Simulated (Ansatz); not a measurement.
`Cc1ccccc1C`: measurement beside calculation (Ansatz, PBE0-D4/def2-TZVP geometry).

Z-matrix (Å, degrees):
```
C
C 1 1.497
H 1 1.094 2 111.5
H 1 1.090 2 111.1 3 -120.4
H 1 1.094 2 111.6 3 119.1
C 2 1.390 1 120.4 3 119.9
C 2 1.402 1 120.6 3 -60.0
C 6 1.387 2 121.5 1 -180.0
H 6 1.085 2 118.9 1 -0.0
C 7 1.390 2 119.0 1 180.0
C 7 1.497 2 120.6 1 -0.0
C 8 1.384 6 119.5 2 0.0
H 8 1.084 6 120.0 2 -180.0
H 10 1.085 7 118.9 2 180.0
H 11 1.094 7 111.6 2 59.2
H 11 1.094 7 111.5 2 -60.0
H 11 1.090 7 111.1 2 179.6
H 12 1.084 8 120.4 6 180.0
```

Measured: 8.56 eV (ionisation energy: first ionisation energy (HOMO), o-xylene, photoelectron spectroscopy). Source: Femtosecond Laser Mass Spectrometry and High Harmonic Spectroscopy of Xylene Isomers, 2018 (pmc:5830629).

```json
{"level": "PBE-D4/def2-TZVPP", "vertical IE (eV)": "8.52", "minus measured (eV)": "-0.04"}
{"level": "r2SCAN-D4/def2-TZVPP", "vertical IE (eV)": "8.46", "minus measured (eV)": "-0.10"}
{"level": "PBE0-D4/def2-TZVPP", "vertical IE (eV)": "8.57", "minus measured (eV)": "0.01"}
{"level": "B3LYP-D4/def2-TZVPP", "vertical IE (eV)": "8.60", "minus measured (eV)": "0.04"}
{"level": "ωB97X-V/def2-TZVPP", "vertical IE (eV)": "8.60", "minus measured (eV)": "0.04"}
{"level": "ωB97M-V/def2-TZVPP", "vertical IE (eV)": "8.60", "minus measured (eV)": "0.04"}
{"level": "B2PLYP/def2-TZVPP", "vertical IE (eV)": "8.61", "minus measured (eV)": "0.05"}
{"level": "−ε(HOMO), LDA (SPW92)", "vertical IE (eV)": "5.97", "minus measured (eV)": "-2.59"}
{"level": "−ε(HOMO), PBE", "vertical IE (eV)": "5.80", "minus measured (eV)": "-2.76"}
{"level": "−ε(HOMO), revPBE", "vertical IE (eV)": "5.73", "minus measured (eV)": "-2.83"}
{"level": "−ε(HOMO), BLYP", "vertical IE (eV)": "5.62", "minus measured (eV)": "-2.94"}
{"level": "−ε(HOMO), r2SCAN", "vertical IE (eV)": "5.95", "minus measured (eV)": "-2.61"}
{"level": "−ε(HOMO), B97M-V", "vertical IE (eV)": "5.92", "minus measured (eV)": "-2.64"}
{"level": "−ε(HOMO), PBE0", "vertical IE (eV)": "6.76", "minus measured (eV)": "-1.80"}
{"level": "−ε(HOMO), B3LYP", "vertical IE (eV)": "6.55", "minus measured (eV)": "-2.01"}
{"level": "−ε(HOMO), r2SCANh", "vertical IE (eV)": "6.32", "minus measured (eV)": "-2.24"}
{"level": "−ε(HOMO), r2SCAN0", "vertical IE (eV)": "6.87", "minus measured (eV)": "-1.69"}
{"level": "−ε(HOMO), HSE06", "vertical IE (eV)": "6.37", "minus measured (eV)": "-2.19"}
{"level": "−ε(HOMO), BHLYP", "vertical IE (eV)": "7.54", "minus measured (eV)": "-1.02"}
{"level": "−ε(HOMO), CAM-B3LYP", "vertical IE (eV)": "7.95", "minus measured (eV)": "-0.61"}
{"level": "−ε(HOMO), LC-ωPBE", "vertical IE (eV)": "9.23", "minus measured (eV)": "0.67"}
{"level": "−ε(HOMO), ωB97X-V", "vertical IE (eV)": "8.89", "minus measured (eV)": "0.33"}
{"level": "−ε(HOMO), ωB97M-V", "vertical IE (eV)": "8.83", "minus measured (eV)": "0.27"}
```

Computed values are vertical and leave out zero-point energy and spin–orbit coupling (wavefunction rows weren't run, or the cation's reference was doubtful), so an adiabatic measurement lies lower by the cation's relaxation.

B3LYP here is the variant with VWN-RPA as its local correlation; programs differ in this.
